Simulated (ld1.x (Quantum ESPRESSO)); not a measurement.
Pseudopotential generation for lithium: TM, PBE, scalar-relativistic.

- Element: Li (Z = 3)
- Generator: ld1.x (Quantum ESPRESSO) 7.5
- Type: norm-conserving Troullier–Martins (Kleinman–Bylander form)
- Functional: PBE
- Relativity: scalar-relativistic
- Frozen core: none
- Valence charge: 3
- Reference configuration: 1s2 2s1 2p0
- Partial waves: 2p (bound, empty): rc 4.20 bohr; 1s (bound): rc 0.50 bohr
- Local potential: the s channel
- Core correction: none

Occupied shells without a wave of their own: 2s. They enter only through the test configuration that unscreens the potential.

All-electron outer shells of the reference configuration (PBE, scalar-relativistic, ld1.x):

```json
{"shell": "1s", "level (eV)": "-51.85", "outermost node (bohr)": "–", "outermost maximum (bohr)": "0.36"}
{"shell": "2s", "level (eV)": "-2.87", "outermost node (bohr)": "0.83", "outermost maximum (bohr)": "3.12"}
{"shell": "2p", "level (eV)": "-1.09", "outermost node (bohr)": "–", "outermost maximum (bohr)": "3.81"}
```

Results:

```json
{
  "Cutoffs needed": "260 Ry and 300 Ry (the cutoffs (Ry, on a coarse ladder) from which the occupation-weighted sum of valence levels, in a spherical-Bessel basis at the reference potential, stays within 10 and 1 mRy of its value at 400 Ry)",
  "Ghost test": "no extra level below or beside the all-electron valence levels (p, s, d, f tested) (spherical-Bessel basis up to 400 Ry, 20 bohr box)",
  "Largest excitation error": "+27 meV (all-electron minus pseudo) for 1s1 2s1 2p0, out of 4 test configurations"
}
```

Generation and tests took about 0.76 s on one core of a shared server CPU.
